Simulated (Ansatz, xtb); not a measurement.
Two isomers of C4H8GeOSi

Structure a is `[SiH3]c1co[c]([GeH3])c1`, a singlet and structure b is `[SiH3]c1c[c]([GeH3])co1`, a singlet. Both are isolated molecules in the gas phase, relaxed with PBE-D3(BJ)/def2-SVP.

a (Å):

```xyz
15

C    -0.7467    1.2539   -0.7975
C    -0.4808    1.3647    0.5537
C     0.8847   -0.2105   -0.1735
C     0.1525    0.2214   -1.2605
Ge    2.2767   -1.5509    0.0423
O     0.4904    0.4975    0.9418
Si   -2.0017    2.2449   -1.7668
H    -2.7047    3.1875   -0.8288
H    -3.0202    1.3433   -2.4116
H    -1.3369    3.0430   -2.8564
H    -0.8947    2.0012    1.3440
H     2.5211   -2.1712   -1.3539
H     1.8203   -2.6448    1.0405
H     3.5768   -0.8944    0.5710
H     0.2451   -0.1583   -2.2851
```

b (Å):

```yaml
atoms:
  - { symbol: C, position_ang: [-0.7503, 1.2241, -1.1911] }
  - { symbol: C, position_ang: [-0.4791, 0.2425, -0.2551] }
  - { symbol: C, position_ang: [0.9450, 0.0215, -0.2554] }
  - { symbol: C, position_ang: [1.4360, 0.8977, -1.2027] }
  - { symbol: Ge, position_ang: [1.9883, -1.2179, 0.8159] }
  - { symbol: O, position_ang: [0.4382, 1.6230, -1.7707] }
  - { symbol: Si, position_ang: [-2.3425, 2.0337, -1.7557] }
  - { symbol: H, position_ang: [-3.4507, 1.4149, -0.9526] }
  - { symbol: H, position_ang: [-2.3121, 3.5183, -1.5172] }
  - { symbol: H, position_ang: [-2.5852, 1.7949, -3.2208] }
  - { symbol: H, position_ang: [-1.2242, -0.2674, 0.3675] }
  - { symbol: H, position_ang: [1.5310, -2.6759, 0.5511] }
  - { symbol: H, position_ang: [1.8093, -0.9092, 2.3251] }
  - { symbol: H, position_ang: [3.4812, -1.0644, 0.4294] }
  - { symbol: H, position_ang: [2.4469, 1.1096, -1.5691] }
```

Quicker runs give these differences E(b) − E(a): GFN2-xTB +1.19 kcal/mol; HF/STO-3G −0.15 kcal/mol (at GFN2-xTB geometries); r2SCAN-D4/def2-SVP +0.12 kcal/mol (at GFN2-xTB geometries).

Task: Which of the two would you expect CCSD(T)/def2-SVP + ΔMP2/def2-TZVPP electronic energies to favour?

Result: CCSD(T)/def2-SVP + ΔMP2/def2-TZVPP gives E(b) − E(a) = +0.01 kcal/mol, slightly favouring structure a, which is too small a margin to settle the true order.

How the difference moves with the method:

| level | geometry | E(b) − E(a) (kcal/mol) | departure from the last row (kcal/mol) | job, with rough time for the two |
| --- | --- | --- | --- | --- |
| GFN2-xTB | GFN2-xTB | +1.19 | +1.18 | optimisation, 0.28 s |
| HF/STO-3G | GFN2-xTB | −0.15 | −0.16 | single point, 0.64 s |
| r2SCAN-D4/def2-SVP | GFN2-xTB | +0.12 | +0.11 | single point, 3.9 s |
| PBE-D3(BJ)/def2-SVP | PBE-D3(BJ)/def2-SVP | +0.19 | +0.18 | optimisation, 44 s |
| HF/def2-SVP | PBE-D3(BJ)/def2-SVP | +0.26 | +0.25 | part of the CCSD(T) run |
| MP2/def2-SVP | PBE-D3(BJ)/def2-SVP | +0.13 | +0.11 | part of the CCSD(T) run |
| CCSD(T)/def2-SVP | PBE-D3(BJ)/def2-SVP | +0.16 | +0.15 | single point |
| CCSD(T)/def2-SVP + ΔMP2/def2-TZVPP | PBE-D3(BJ)/def2-SVP | +0.01 |  | single point, 81 s |

As drawn, both hold the same kinds of bond in the same numbers.

The largest departure from CCSD(T)/def2-SVP + ΔMP2/def2-TZVPP is that of GFN2-xTB, 1.18 kcal/mol. The last row adds to CCSD(T) the change of the MP2 difference between the two basis sets, here −0.15 kcal/mol.

With thermal terms from frequencies at re-optimised GFN2-xTB minima (ideal gas, soft modes damped towards free rotors, one conformer each, 298.15 K, 1 atm): on the last row, ΔE + ΔZPE = −0.03, ΔH = −0.03, ΔG = −0.02 kcal/mol.

The correlated steps freeze 19 core orbitals; the filled d shell of Ge is correlated, in a basis made for valence electrons. Programs: Ansatz 0.2.0, xtb 6.7.1; the last row on 2 threads of Intel(R) Xeon(R) 6975P-C (Granite Rapids) on a shared host.
